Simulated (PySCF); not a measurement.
Computed data sheet: `C[C@@H]1CC[C@@H](C)[PH]1=O`

C₆H₁₃OP.
Cartesian coordinates in Å at the PBE0-D3(BJ)/def2-SVP level; atoms count from 1:
```xyz
21
C6H13OP angstrom
C     -2.878   -0.412    0.184
C     -1.562   -0.027    0.840
C     -1.154    1.444    0.674
C      0.359    1.544    0.872
C      1.011    0.466    0.003
C      2.466    0.156    0.302
P     -0.132   -0.974    0.136
O     -0.384   -1.780   -1.100
H     -2.819   -0.293   -0.908
H     -3.134   -1.464    0.380
H     -3.701    0.216    0.560
H     -1.591   -0.265    1.917
H     -1.707    2.095    1.369
H     -1.412    1.776   -0.347
H      0.611    1.365    1.933
H      0.744    2.545    0.621
H      0.901    0.749   -1.060
H      2.858   -0.614   -0.379
H      2.595   -0.208    1.334
H      3.093    1.055    0.186
H      0.389   -1.717    1.245
```

Some functional groups and rings: phosphine oxide and P=O bond.

PBE0-D3(BJ)/def2-SVP geometry optimisation, gas phase (PySCF):

```
Point group                  : C1
Rotational constants A, B, C : 2.408, 1.572, 1.053 GHz
```

**wB97X-D/def2-SVPD ground state, ΔSCF and vertical TDDFT (core frozen in the response) (PySCF)**

```
Dipole moment                                                     : 4.51 D
HOMO energy                                                       : -9.22 eV
LUMO energy                                                       : 2.09 eV
HOMO–LUMO gap                                                     : 11.31 eV
Lowest singlet excitation                                         : 6.86 eV (181 nm, f = 0.012)
Strongest line among the 10 lowest singlet transitions            : S8 at 8.39 eV (148 nm, f = 0.040)
Lowest triplet excitation (Tamm–Dancoff)                          : 6.59 eV
Static isotropic polarisability                                   : 95.0 au
Vertical ionisation energy                                        : 9.33 eV
Electronic spatial extent ⟨r²⟩ about the centre of nuclear charge : 1216 bohr²
```

B3LYP/pcSseg-1 ground state and GIAO shieldings, non-relativistic (PySCF):

```
13C chemical shifts (computed TMS as zero) by class         : 42.5 (C5), 37.4 (C2), 37.2 (C3), 33.7 (C4), 15.7 (C6), 14.7 (C1) ppm
1H chemical shifts (computed TMS as zero) by class          : 6.87 (H21), 1.85 (H13), 1.71 (H16), 1.42 (H17), 1.32 (H14), 1.29 (H18/H19/H20), 1.28 (H12), 1.24 (H9/H10/H11), 0.82 (H15) ppm
Isotropic shieldings of nuclei other than C and H, by class : 233 (O8), 265 (P7) ppm
```

From delta-SCF UKS SCAN, pcX-2 on the ionised atom, pcseg-1 elsewhere, spin-free X2C; 2p3/2 from a spin–orbit splitting computed afterwards within the 2p shell (PySCF):

```
Core binding energies : P2p3/2 137.5 (P7), C1s 290.6 (C2), C1s 290.6 (C5), C1s 290.6 (C1), C1s 290.8 (C3), C1s 290.9 (C4), C1s 290.9 (C6), O1s 535.9 (O8), P1s 2151.4 (P7) eV
```

Monoisotopic mass (most abundant isotopes): 132.0704 u.

The dipole matches unit charges of opposite sign 0.94 Å apart (1 e·Å = 4.8032 D). The rotational constants make it an asymmetric top with κ = (2B − A − C)/(A − C) = -0.23, nearer the prolate limit (−1). The principal polarisabilities are 82.4, 96.0 and 106.5 au; their mean is the isotropic value. The largest Löwdin shares of the HOMO are 0.49 on O8, 0.14 on P7, 0.11 on C5 and 0.11 on C2. The ΔSCF ionisation energy exceeds −ε(HOMO) by 0.11 eV with wB97X-D. In wavenumbers S1 is 55300 cm⁻¹ (1 eV = 8065.54 cm⁻¹).

 NMR classes are plain means over equivalent atoms (diastereotopic ones count apart unless rotation or inversion swaps them), as if these changed places fast; in this geometry the members of some classes differ.

For the geometry optimisation (PBE0-D3(BJ)/def2-SVP), time: 2.7 min; peak memory 0.74 GiB. Hardware: Arm Neoverse V1, one thread (shared host).

One conformer stands for the species.
